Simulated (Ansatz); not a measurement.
Coupled-cluster diagnostics for InCl2(SiH3) (InSiH₃Cl₂), Ansatz.

Geometry of the singlet (PBE0-D4/def2-SVP):

| atom | x (Å) | y (Å) | z (Å) |
| --- | --- | --- | --- |
| In1 | -0.012 | 0.797 | -1.009 |
| Cl2 | 0.248 | 3.129 | -0.870 |
| Cl3 | -0.250 | 0.122 | -3.248 |
| Si4 | -0.007 | -0.790 | 1.001 |
| H5 | -0.835 | -1.989 | 0.685 |
| H6 | -0.552 | -0.076 | 2.191 |
| H7 | 1.408 | -1.194 | 1.249 |

In the def2 sets In takes a core potential; there is no spin–orbit coupling. Correlated methods freeze 19 core orbitals; core or outer-core shells of In are correlated, in sets that lack core-valence functions.

Q: Estimate the CCSD(T) correlation energy, the shares of MP2 and (T), T1 and the reference's ⟨S²⟩ for: charge 0, singlet, own geometry in def2-TZVPP; and the rough time on 4 threads of Arm Neoverse V1 on a shared host.

A: 
```json
{"state": "charge 0, singlet, own geometry", "basis": "def2-TZVPP", "correlation (eV)": "-23.299", "MP2 share (%)": "90.8", "(T) share (%)": "3.6", "T1": "0.013", "⟨S²⟩ (pure)": "0.00 (0.00)", "wall time": "1.7 min"}
```
Customary marks for T1 are 0.02 (closed shells), 0.045 (open shells) and about 0.05 (3d metals). T1 stays under 0.02 throughout.
